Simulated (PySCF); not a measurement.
## Calibrating a computed adiabatic ionisation energy

Computed at ωB97X-D3(BJ)/ma-def2-TZVP // PBE0-D3(BJ)/def2-SVP with PySCF (density fitting, grid level 2). The prefix ma- adds one diffuse s and one diffuse p function on all atoms but H. Zero-point energies come from unscaled PBE0-D3(BJ)/def2-SVP harmonic frequencies.

```tsv
molecule	computed / eV	measured / eV
difluoromethyl radical, `F[CH]F` (CHF2•, doublet)	8.79	8.74
1,2,4-trifluorobenzene, `Fc1ccc(F)c(F)c1` (C6H3F3)	9.14	9.30
tetrafluoroethene, `FC(F)=C(F)F` (C2F4)	9.85	10.14
vinylidene fluoride, `C=C(F)F` (C2H2F2)	10.11	10.29
hexafluoropropylene, `FC(F)=C(F)C(F)(F)F` (C3F6)	10.37	10.60
dibromine, `BrBr` (Br2)	10.71	?
hydrogen bromide, `Br` (HBr)	11.82	11.68
```

Fit a straight line to the complete rows and predict the measured value of dibromine, `BrBr` (Br2).

measured = 0.604 + 0.9509·computed (6 points, rms 0.15 eV, correlation 0.988). At 10.71 this gives 10.79 eV; the measured value is 10.52 eV, so the fit is off by 0.27.

Measured values: NIST Chemistry WebBook, evaluated or the median of agreeing entries.

(dibromine) Run with `OMP_NUM_THREADS=1 python redox_run.py task.json out` on 1 thread of Arm Neoverse V2, a shared host. Structures, frequencies and single points: 50 s of wall time.
